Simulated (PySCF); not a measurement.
C₂H₆N, multiplicity 2. Atoms are numbered in the order given.

```xyz
9

C      0.2020     1.2148     0.0000
C     -0.4971    -0.1357     0.0000
N      0.4376    -1.2278     0.0000
H     -0.5225     2.0313     0.0000
H      0.8359     1.3152    -0.8821
H      0.8359     1.3152     0.8821
H     -1.1672    -0.2228     0.8720
H     -1.1672    -0.2228    -0.8720
H     -0.1080    -2.0963     0.0000
```
Charge 0, spin multiplicity 2.

Geometry optimised at B3LYP-D3(BJ)/def2-TZVP. The isomer is the one that the SMILES or the coordinates give; other isomers of the formula were not compared. One conformer was computed; it need not be the lowest.

Method: TDA-PBE/def2-SVPD in PySCF.

Vertical excitations. Isolated molecule, no solvent.

| state | energy (eV) | λ (nm) | f | main pairs |
|---|---|---|---|---|
| root 1 | 2.31 | 536 | 0.001 | β HOMO→LUMO 100 % |
| root 2 | 5.02 | 247 | 0.016 | β HOMO−1→LUMO 98 % |
| root 3 | 5.15 | 241 | 0.000 | β HOMO−2→LUMO 99 % |
| root 4 | 5.59 | 222 | 0.001 | β HOMO−3→LUMO 98 % |
| root 5 | 6.08 | 204 | 0.001 | α HOMO→LUMO 99 % |
| root 6 | 6.24 | 199 | 0.005 | α HOMO−1→LUMO 8 %, β HOMO→LUMO+1 91 % |
| root 7 | 6.71 | 185 | 0.016 | α HOMO−1→LUMO 90 %, β HOMO→LUMO+1 8 % |
| root 8 | 6.86 | 181 | 0.000 | α HOMO→LUMO+1 100 % |
| root 9 | 6.97 | 178 | 0.002 | α HOMO−1→LUMO+1 5 %, β HOMO→LUMO+2 92 % |
| root 10 | 7.43 | 167 | 0.005 | α HOMO−1→LUMO+1 79 %, β HOMO−4→LUMO 14 % |
Unrestricted roots are not spin-pure.
